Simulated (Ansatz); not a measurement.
Correlation energies of `[GeH3][Al]1[CH]=[CH]1` by basis set

```csv
atom,x (Å),y (Å),z (Å)
Ge1,-0.450,2.085,-0.179
Al2,0.055,-0.307,0.038
C3,0.878,-1.852,0.666
C4,-0.032,-2.132,-0.309
H5,-1.909,2.312,-0.609
H6,0.463,2.713,-1.247
H7,-0.215,2.830,1.145
H8,1.509,-2.546,1.217
H9,-0.300,-3.103,-0.721
```

The species carries charge 0 and has multiplicity 1. Correlated methods include outer-core shells of Ge, which these sets cover unevenly. Scalar relativity is left out up to krypton. All single points use the PBE0-D4/def2-TZVP geometry. Frozen core, restricted reference, the Gaussian-basis code of Ansatz.

```
     basis      HF (Eh)  MP2 corr.
  def2-SVP  -2395.45585   -0.54897
def2-TZVPP  -2395.89094   -0.64399
def2-QZVPP  -2395.94309   -0.93280
```

Q: Estimate the CCSD correlation energy and the (T) correction in each basis where they were run (hartree).

A: 
| basis | CCSD corr. | (T) |
| --- | --- | --- |
| def2-SVP | -0.58396 | -0.02190 |
| def2-TZVPP | -0.67727 | -0.03078 |
